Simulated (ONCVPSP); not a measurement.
**Configuration tests for zinc (ONCV)**

| Quantity | Value |
| --- | --- |
| Element | zinc (Zn) |
| Generator | ONCVPSP 4.0.1 |
| Type | optimised norm-conserving Vanderbilt (ONCV) |
| Functional | PBE |
| Relativity | scalar-relativistic |
| Frozen core | [Ar] |
| Valence charge | 12 |
| Reference configuration | 3d10 4s2 |
| Partial waves | 4s: rc 2.25 bohr, ncon 5, nbas 10, qcut 2.3 1/bohr, 2 projectors, debl 3.9 Ha; p scattering state at 0.46 Ha: rc 2.20 bohr, ncon 4, nbas 8, qcut 4.3 1/bohr, 2 projectors, debl 1.8 Ha; 3d: rc 0.90 bohr, ncon 4, nbas 9, qcut 20.9 1/bohr, 1 projector |
| Local potential | polynomial inside 0.65 bohr (lpopt 5, dvloc0 0 Ha) |
| Core correction | none |

In the p channel the program set the typed energies aside and used 0.050, 1.850 Ha.

Energies are relative to the spin-unpolarised reference configuration 3d10 4s2; without spin polarisation the order of configurations can differ from experiment.

| valence configuration | charge | ΔE all-electron (eV) | error AE − PS (meV) |
| --- | --- | --- | --- |
| 3d10 4s1 | +1 | 9.889 | +1.6 |
| 3d10 4s0 | +2 | 28.331 | +25 |
| 3d9 4s0 | +3 | 68.865 | -27 |

Q: What are ΔE and the potential's error for 3d10 4s0 4p2?

A: ΔE = 10.558 eV all-electron; the error (AE − PS) is -4.3 meV.

Levels in the configuration 3d10 4s1:

```csv
level,all-electron (eV),pseudo (eV)
3d,-19.761,-19.743
4s,-13.998,-13.990
```

Note: ghosts flagged at negative energy: s at -182.4 eV, p at -22.3 eV (a further GHOST(-) flag falls on a real empty level of the atom); no localised positive-energy state flagged. A true bound ghost makes a file unfit for plane-wave use.
